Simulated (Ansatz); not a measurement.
`[BH2][AlH][AlH][CH3]` + CH₃SH → `[CH3][AlH][S]C` + `[BH2][AlH2]` at 600 K and 1 bar (cleavage of the Al–Al bond).

Program: Ansatz. Geometries: PBE0-D4/def2-TZVP. ΔE: electronic, gas phase. CCSD(T)/CBS is the MP2 limit (def2-TZVPP, def2-QZVPP) plus CCSD(T) − MP2 in def2-TZVPP, frozen cores. This one scheme is used for every species. One conformer a species, not always the lowest.

```csv
species,CCSD(T)/CBS energy (Eh),H − E (kJ/mol),S (J/(mol·K))
`[BH2][AlH][AlH][CH3]`,-551.02023,251.4,495.1
CH₃SH,-438.22835,152.3,296.8
`[CH3][AlH][S]C`,-720.14936,277.8,455.5
`[BH2][AlH2]`,-269.14094,122.4,316.9
```

H − E and S are ideal-gas, rigid-rotor, harmonic terms from PBE0-D4/def2-TZVP, for one conformer and one mirror image of each species. 1 Eh = 2625.50 kJ/mol, R = 8.31446 J/(mol·K).

**Question.** By hand: ΔE, ΔH, ΔS and ΔG.

**Answer.** ΔE = (-720.14936) + (-269.14094) − (-551.02023) − (-438.22835) = -0.04172 Eh = -109.5 kJ/mol. Δ(H − E) = 277.8 + 122.4 − 251.4 − 152.3 = -3.5, so ΔH = -113.0 kJ/mol. ΔS = 455.5 + 316.9 − 495.1 − 296.8 = -19.5 J/(mol·K). ΔG = -113.0 − 600 × (-19.5)/1000 = -101.3 kJ/mol.

**Question.** By hand: the equilibrium constant, and the temperature at which ΔG would vanish if ΔH and ΔS stayed fixed.

**Answer.** log₁₀ K = −ΔG/(RT ln 10) = 8.8. ΔG = 0 at ΔH/ΔS = 5795 K, far beyond where these terms or the molecules hold.

ΔH outweighs TΔS. A doubt of 5 kJ/mol in ΔE shifts log₁₀ K by 0.4 here. Other conformers and mirror images would add mixing entropy, several J/(mol·K) or more a flexible species. Modes under 60 cm⁻¹, often nearly free rotors, make the harmonic entropy too high. These are equilibria of isolated gas molecules and say nothing of rates. Largest T1 diagnostic: 0.013 (customary marks: 0.02 for closed shells, 0.045 for open ones).
